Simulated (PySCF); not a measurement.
Cl3HSeSi.

```xyz
6

Cl    -0.9006    -1.2346    -1.6471
Si     0.0093    -0.4257     0.0000
Cl    -0.9006    -1.2346     1.6471
Cl     1.9889    -0.9368     0.0000
Se    -0.0528     1.8245     0.0000
H     -1.5257     1.8303     0.0000
```

Geometry optimised at PBE0-D3(BJ)/def2-SVP. The structure was generated by enumeration, and PubChem lists no compound with its InChIKey, so it may never have been made. The values are those of a single conformer.

Computed with PBE0/pcSseg-1 run with PySCF. Non-relativistic, no solvent.

Computed absolute GIAO shielding of each atom: isotropic value and principal components (ppm):
```tsv
atom	σ(iso)	σ11	σ22	σ33	span
Cl1	721.0	598.0	636.9	928.2	330.1
Si2	307.1	266.8	321.2	333.3	66.5
Cl3	721.0	598.0	636.9	928.2	330.1
Cl4	770.1	654.4	703.3	952.7	298.3
Se5	1863.9	1516.3	1847.9	2227.6	711.3
H6	29.4	20.1	25.7	42.4	22.4
```
